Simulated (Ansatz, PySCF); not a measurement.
Gas-phase reaction (SMILES): C[Si](O)(O)O + 3 [SiH4] (SiH4) -> C[SiH3] [methylsilane] + 3 O[SiH3] [hydroxysilane]; bond separation energy.

Each molecule is optimised on its own at B3LYP-D3(BJ)/def2-TZVP (Ansatz, a program for electronic structure), one conformer each, not searched for the lowest. Valence correlation only, unless marked. No spin-orbit coupling. Non-relativistic. CBS marks a two-point X^-3 extrapolation of the correlation energy; Hartree-Fock from the larger set. [CCSD(T)-MP2]/basis is that difference in the basis named. Thermal terms are rigid-rotor harmonic-oscillator values from B3LYP-D3(BJ) frequencies (Ansatz or PySCF) at 298.15 K and 1 atm. 1 Eh = 627.5095 kcal/mol.

| species | E, RI-MP2/CBS(cc-pV(T+d)Z,cc-pV(Q+d)Z)+[CCSD(T)-MP2]/cc-pV(T+d)Z (Ansatz) (Eh) | E, PBE/def2-TZVPD (Ansatz) (Eh) | H - E (Eh) |
|---|---|---|---|
| C[Si](O)(O)O | -556.44341 | -556.74128 | 0.08835 |
| C[SiH3] | -330.73641 | -331.00719 | 0.06602 |
| O[SiH3] | -366.68646 | -366.95591 | 0.04319 |
| [SiH4] (SiH4) | -291.46100 | -291.72111 | 0.03520 |

### Question
Work out ΔE and ΔH at 298.15 K at the first level, then ΔH at the second.

### Answer

1. ΔE = [(-330.73641) + 3×(-366.68646)] - [(-556.44341) + 3×(-291.46100)] = 0.03062 Eh = 19.2 kcal/mol at RI-MP2/CBS(cc-pV(T+d)Z,cc-pV(Q+d)Z)+[CCSD(T)-MP2]/cc-pV(T+d)Z.
2. The terms H - E add up to 0.00164 Eh, so ΔH = (0.03062 + (0.00164))×627.5095 = 20.2 kcal/mol.
3. At PBE/def2-TZVPD the same steps give ΔE = 18.6 and ΔH = 19.7 kcal/mol, a shift of -0.5 from the first level.
4. These values are not checked against measurement here, since the tables used lack a sound gas-phase enthalpy of formation for at least one species.
